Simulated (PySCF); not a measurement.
C2H5Se (SMILES [CH2][Se]C), doublet, geometry from GFN2-xTB, with bond 6-3 at 1.3 times its length. Base run: R2SCAN/STO-3G run with PySCF.

The PySCF input:
```python
from pyscf import gto, scf, dft

mol = gto.Mole()
mol.atom = '''
    C     1.49761263    0.16353966   -0.58909228
    Se   -0.00641801   -0.21359841    0.38267030
    C    -1.33162899    0.55167442   -0.83254576
    H     2.42913506   -0.14745875   -0.15117942
    H     1.49762313    1.05842432   -1.18733177
    H    -1.10185064    1.94214988   -0.94749081
    H    -1.23025095    0.07022799   -1.80212363
    H    -2.31932019    0.36859686   -0.41936231
'''
mol.basis = 'sto-3g'
mol.spin = 1
mol.verbose = 4
mol.build()

mf = dft.UKS(mol)
mf.xc = 'r2scan'
mf.kernel()
```

The base run was repeated with changes; each row names its change, and settings that it needs were set with it.

```tsv
change	ΔE vs base (mEh)	SCF cycles	<S^2>	outcome
base	0.000	10	0.754	converged
conv_tol = 1e-11	0.000	12	0.754	converged
init_guess = mod_huckel	0.000	12	0.754	converged
diis_space = 4	0.000	12	0.754	converged
level_shift = 0.1 (with mf.max_cycle = 100)	0.000	11	0.754	converged
level_shift = 0.5 (with mf.max_cycle = 100)	0.000	21	0.754	converged
DIIS = EDIIS	-	50	-	not converged
diis_space = 20	0.000	10	0.754	converged
init_guess = vsap	0.000	11	0.754	converged
level_shift = 0.3 (with mf.max_cycle = 100)	0.000	16	0.754	converged
conv_tol = 1e-7	0.000	9	0.754	converged
conv_tol = 1e-4	0.007	6	0.754	converged
DIIS = ADIIS	0.000	15	0.754	converged
```

Open shells are given as the SCF converged; they aren't shown to be the lowest states, and a large step between rows can be another state.
